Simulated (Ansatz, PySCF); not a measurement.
System: C₂H₃F₃O (charge 0, singlet). 
Structure (B3LYP-D3(BJ)/def2-TZVP (Ansatz, a first-principles code) minimum search):
```xyz
9

C     -1.9058     0.0004    -0.4509
O     -0.6899     0.7482    -0.2696
C      0.3885     0.0410     0.0861
F      0.7182    -0.9042    -0.8235
F      1.4187     0.8737     0.2115
F      0.2250    -0.6079     1.2616
H     -2.1942    -0.4891     0.4788
H     -1.7860    -0.7343    -1.2466
H     -2.6538     0.7348    -0.7323
```

Dipole moments at this geometry, in debye (magnitudes).

```
level                 program  dipole (D)
--------------------  -------  ----------
HF/def2-TZVPD           PySCF        2.75
SVWN5/def2-TZVPD       Ansatz        2.50
revPBE/def2-TZVPD      Ansatz        2.39
r2SCAN/def2-TZVPD      Ansatz        2.48
B97M-V/def2-TZVPD      Ansatz        2.45
PBE0/def2-TZVPD        Ansatz        2.53
TPSSh/def2-TZVPD        PySCF        2.51
M06-2X/def2-TZVPD       PySCF        2.59
HSE06/def2-TZVPD       Ansatz        2.53
CAM-B3LYP/def2-TZVPD   Ansatz         [?]
LC-wPBE/def2-TZVPD     Ansatz        2.59
wB97X-V/def2-TZVPD     Ansatz        2.56
CCSD(T)/aug-cc-pVDZ    Ansatz         [?]
```

Task: What belongs in the gaps?

Result: 
- CAM-B3LYP/def2-TZVPD, dipole (D): 2.61
- CCSD(T)/aug-cc-pVDZ, dipole (D): 2.54
